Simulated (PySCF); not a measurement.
Mayer bond orders and bond lengths

CH6N2OSi.
Atom-mapped SMILES: `[NH2:1][SiH2:2][C:3]([NH2:4])=[O:5]` (hydrogens: H6, H7 on N1; H8, H9 on Si2; H10, H11 on N4)

Cartesian coordinates in Å at the PBE0-D3(BJ)/def2-SVP level; atoms count from 1:
```xyz
11
CH6N2OSi angstrom
N     -1.4579   -0.6985    0.6283
Si    -0.9150    0.6656   -0.3205
C      0.9733    0.4747   -0.6383
N      1.5575   -0.5286    0.0610
O      1.5673    1.2255   -1.3909
H     -2.0956   -0.5193    1.3972
H     -1.7374   -1.5475    0.1465
H     -1.1358    1.8921    0.4986
H     -1.5855    0.8146   -1.6469
H      0.9932   -1.0869    0.6907
H      2.5571   -0.6832   -0.0138
```

Bond orders from the PBE0/pcSseg-1 density (PySCF). One conformer (not necessarily the lowest) at the PBE0-D3(BJ)/def2-SVP geometry, without solvent, vibrations or thermal averaging.

(1) Where do the orders between heavy atoms depart from those drawn in the SMILES?

(2) Set the Mayer orders of the bonds beside their lengths.

(3) Sum the orders of all bonds at each heavy atom with more than one neighbour and set the sums beside the valence in the SMILES.

Results:

(1) The largest departure is 0.182, at Si2–C3 (drawn single, 0.818). Drawn single, order above 1.12: C3–N4 (1.178). Drawn single, order below 0.88: Si2–C3 (0.818).

(2) 
| bond | drawn as | length (Å) | Mayer order |
| --- | --- | --- | --- |
| N1–Si2 | single | 1.748 | 0.980 |
| Si2–C3 | single | 1.924 | 0.818 |
| C3–N4 | single | 1.355 | 1.178 |
| C3–O5 | double | 1.218 | 1.865 |
| N1–H6 | single | 1.015 | 0.945 |
| N1–H7 | single | 1.015 | 0.943 |
| Si2–H8 | single | 1.491 | 0.954 |
| Si2–H9 | single | 1.494 | 0.927 |
| N4–H10 | single | 1.013 | 0.915 |
| N4–H11 | single | 1.014 | 0.923 |

(3) N1 2.868 (drawn 3), Si2 3.679 (drawn 4), C3 3.861 (drawn 4), N4 3.016 (drawn 3). Orders between atoms that aren't bonded are not in these sums.

Mayer orders depend on the basis set.
